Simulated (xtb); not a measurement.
Input for xtb: GFN-FF on CH5BO (SMILES CBO).

```
$ xtb mol.xyz --gfnff --sp --chrg 0 --uhf 0
8

C     -0.86571499    -0.06948113    -0.01551467
B      0.59744830     0.47540119     0.12478988
O      1.70479921    -0.28253773    -0.08276491
H     -1.40658787     0.06025861     0.92783048
H     -0.93604433    -1.12227043    -0.30400764
H     -1.41896317     0.52201027    -0.75246454
H      0.81474488     1.61149980     0.42920658
H      1.51031797    -1.19488057    -0.32707517
```

Output:

```
[...]
           -------------------------------------------------
          |                Calculation Setup                |
           -------------------------------------------------



          ==================== Thresholds ====================
          CN  :   150.00000
          rep :   500.00000
          disp:  2500.00000
          HB1 :   250.00000
          HB2 :   450.00000

          Pauling EN used:
          Z : 1  EN :  2.20
          Z : 5  EN :  2.04
          Z : 6  EN :  2.55
          Z : 8  EN :  3.44
          electric field strengths (au): 0.000

           -------------------------------------------------
          |           Force Field Initialization            |
           -------------------------------------------------

          distances ...
          ----------------------------------------
          generating topology and atomic info file ...
          pair mat ...
          computing topology distances matrix with Floyd-Warshall algo ...
          making topology EEQ charges ...
          #fragments for EEQ constrain: 1
          ----------------------------------------
          generating topology and atomic info file ...
          pair mat ...
          computing topology distances matrix with Floyd-Warshall algo ...
          making topology EEQ charges ...
          #fragments for EEQ constrain: 1
          rings ...
          # BATM   22
          # H in HB   2
          doing iterative Hueckel for 1 subsystem(s) ...

  atom   neighbors  erfCN metchar sp-hybrid imet pi  qest     coordinates
    1  C       4    3.48   0.00         3    0    0  -0.063   -1.635964   -0.131300   -0.029318
    2  B       3    2.76   0.03         2    0    1   0.098    1.129014    0.898378    0.235819
    3  O       2    1.92   0.00         3    0    1  -0.439    3.221604   -0.533919   -0.156403
    4  H       1    0.97   0.00         0    0    0   0.048   -2.658066    0.113872    1.753345
    5  H       1    0.97   0.00         0    0    0   0.048   -1.768867   -2.120784   -0.574491
    6  H       1    0.97   0.00         0    0    0   0.048   -2.681452    0.986456   -1.421952
    7  H       1    0.95   0.02         0    0    0   0.035    1.539645    3.045293    0.811083
    8  H       1    0.97   0.00         0    0    0   0.226    2.854087   -2.257997   -0.618082

          #atoms :   8
          #bonds :   7
          #angl  :   10
          #tors  :   9
          #nmol  :   1
          #optfrag :   1
           -------------------------------------------------
          |                   G F N - F F                   |
          |          A general generic force-field          |
          |                  Version 1.0.3                  |
           -------------------------------------------------
          Number of HB bonds (bound hydrogen)     0
          Number of HB bonds (unbound hydrogen)   0
          Number of XB bonds                      0

 E+G (total)                   0 d,  0 h,  0 min,  0.000 sec
 distance/D3 list               ...        0 min,  0.000 sec (  0.888%)
 non bonded repulsion           ...        0 min,  0.000 sec ( 15.429%)
 dCN                            ...        0 min,  0.000 sec (  4.822%)
 EEQ energy and q               ...        0 min,  0.000 sec ( 12.701%)
 D3                             ...        0 min,  0.000 sec ( 14.306%)
 EEQ gradient                   ...        0 min,  0.000 sec (  2.749%)
 bonds                          ...        0 min,  0.000 sec ( 12.576%)
 bend and torsion               ...        0 min,  0.000 sec ( 13.750%)
 bonded ATM                     ...        0 min,  0.000 sec (  6.098%)
Note: The following floating-point exceptions are signalling: IEEE_UNDERFLOW_FLAG IEEE_DENORMAL
normal termination of xtb
 HB/XB (incl list setup)        ...        0 min,  0.000 sec ( 11.137%)

         :::::::::::::::::::::::::::::::::::::::::::::::::::::
         ::                     SUMMARY                     ::
         :::::::::::::::::::::::::::::::::::::::::::::::::::::
         :: total energy              -0.991976262664 Eh    ::
         :: gradient norm              0.026622427587 Eh/a0 ::
         ::.................................................::
         :: bond energy               -0.976893918785 Eh    ::
         :: angle energy               0.002049674572 Eh    ::
         :: torsion energy             0.000295133208 Eh    ::
         :: repulsion energy           0.047875173098 Eh    ::
         :: electrostat energy        -0.063229768673 Eh    ::
         :: dispersion energy         -0.001983567953 Eh    ::
         :: HB energy                  0.000000000000 Eh    ::
         :: XB energy                  0.000000000000 Eh    ::
         :: bonded atm energy         -0.000088988131 Eh    ::
         :: external energy            0.000000000000 Eh    ::
         :: add. restraining           0.000000000000 Eh    ::
         :: total charge               0.000000000000 e     ::
         :::::::::::::::::::::::::::::::::::::::::::::::::::::

           -------------------------------------------------
          |                Property Printout                |
           -------------------------------------------------

molecular dipole:
                 x           y           z       tot (Debye)
 q only:       -0.764      -0.140      -0.034       1.976

           -------------------------------------------------
          | TOTAL ENERGY               -0.991976262664 Eh   |
          | GRADIENT NORM               0.026622427587 Eh/α |
           -------------------------------------------------
########################################################################
[WARNING] Runtime exception occurred
-1- gfnff_setup: Could not read topology file.
########################################################################

------------------------------------------------------------------------
------------------------------------------------------------------------
 total:
 SCF:
```

The run finished.

Cost: about 0.020 core-seconds (a rough figure).
